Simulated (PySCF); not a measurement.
Mapped SMILES: `[CH2:1]=[C:2]1[CH:3]=[C:4]([C:5]([F:6])([F:7])[F:8])/[C:9]1=[CH:10]\[O:11][CH3:12]`. Each H is labelled by its parent atom. Ha(C1) is cis to C3; Hb(C1) is trans to C3.

GIAO PBE0/pcSseg-1 shifts (PySCF, gas phase, non-relativistic, equivalent atoms averaged), each against references optimised in the same way as the molecule (TMS, CFCl3, H2O).

On the GFN2-xTB geometry: C4 152.4, C2 151.0, C3 145.6, C10 140.2, C5 129.9, C9 121.5, C1 105.3, C12 60.8, F6/F7/F8 -79.6, O11 92.9, H(C3) 6.92, H(C10) 6.19, Ha(C1) 5.25, Hb(C1) 5.11, H(C12) 3.87 ppm.

**Question.** What changes on the PBE0-D3(BJ)/def2-SVP geometry?

**Answer.** 
```csv
atoms,δ (ppm),change
C4,152.7,+0.3
C2,151.4,+0.4
C3,144.1,-1.5
C10,138.0,-2.2
C5,124.8,-5.1
C9,119.9,-1.6
C1,105.5,+0.2
C12,59.0,-1.8
F6/F7/F8,-81.1,-1.5
O11,91.3,-1.6
H(C3),6.81,-0.11
H(C10),5.95,-0.24
Ha(C1),5.17,-0.08
Hb(C1),5.04,-0.07
H(C12),3.61,-0.26
```

Unscaled 19F shifts against computed CFCl3 carry errors that often reach 10 to 50 ppm.

Bonds between heavy atoms that differ most (equivalent bonds averaged): C1–C2 1.321 → 1.334 Å, C5–F6 1.345 → 1.335 Å, C10–O11 1.348 → 1.340 Å, C9–C2 1.491 → 1.499 Å, C9–C10 1.331 → 1.338 Å. Mean change of bonds to hydrogen: C–H +0.013 Å.
